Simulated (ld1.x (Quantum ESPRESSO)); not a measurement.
What one change does to a pseudopotential (lead, TM)

```
Element                 : Pb (Z = 82)
Generator               : ld1.x (Quantum ESPRESSO) 7.5
Type                    : norm-conserving Troullier–Martins (Kleinman–Bylander form)
Functional              : LDA (PZ)
Relativity              : scalar-relativistic
Frozen core             : [Xe] 4f14
Valence charge          : 14
Reference configuration : 5d10 6s2 6p2
Partial waves           : 6s (bound): rc 1.90 bohr; 6p (bound): rc 2.10 bohr; 5d (bound): rc 1.60 bohr
Local potential         : all-electron potential smoothed inside 1.35 bohr (lloc = -1)
Core correction         : none
```

Change: wave 6s (bound): rc 1.90 bohr becomes 6s (bound): rc 2.50 bohr.

Cutoffs: the cutoffs (Ry, on a coarse ladder) from which the occupation-weighted sum of valence levels, in a spherical-Bessel basis at the reference potential, stays within 10 and 1 mRy of its value at 400 Ry; they do not see the model core or the augmentation charge, which bear on the density cutoff. Errors are all-electron minus pseudo energies relative to the spin-unpolarised reference configuration.

Question: Predict the effect on cutoff, ghosts and configuration errors.

Answer: The potential gets neither clearly harder nor softer (55 Ry and 90 Ry → 55 Ry and 90 Ry); both files keep a bound ghost (p, s); of the 9 tests that both files solve, the error grows in 2 and shrinks in 1 by more than 15 % and 0.3 meV (median size 4.8 → 5.1 meV).

```csv
quantity,base,changed
"cutoff, loose",55 Ry,55 Ry
"cutoff, tight",90 Ry,90 Ry
loose cutoff by channel (10 mRy a level),"s 18 Ry, p 18 Ry, d 45 Ry","s 10 Ry, p 18 Ry, d 45 Ry"
bound ghosts,"s, p","s, p"
"error for 5d10 6s2 6p1, meV [ΔE 6.83 eV]",-2.5,-2.5
"error for 5d10 6s2 6p0, meV [ΔE 20.59 eV]",-9.1,-8.6
"error for 5d10 6s1 6p0, meV [ΔE 53.47 eV]",-6.1,-5.4
"error for 5d10 6s2 6p1.5, meV [ΔE 2.61 eV]",-0.8,-0.9
"error for 5d9 6s2 6p2, meV [ΔE 27.30 eV]",-57,-32
"error for 5d10 6s1 6p2, meV [ΔE 16.43 eV]",+0.5,-2.5
"error for 5d10 6s0 6p0, meV [ΔE 96.67 eV]",+5.4,-22
"error for 5d10 6s2 6p2 (spin-polarised), meV [ΔE -0.45 eV]",+4.8,+5.1
"error for 5d10 6s2 6p1 (spin-polarised), meV [ΔE 6.69 eV]",-0.7,-0.6
```

 A true bound ghost makes a file unfit for plane-wave use even where its test errors are small: the radial tests pick states by their node count and pass the ghost by.
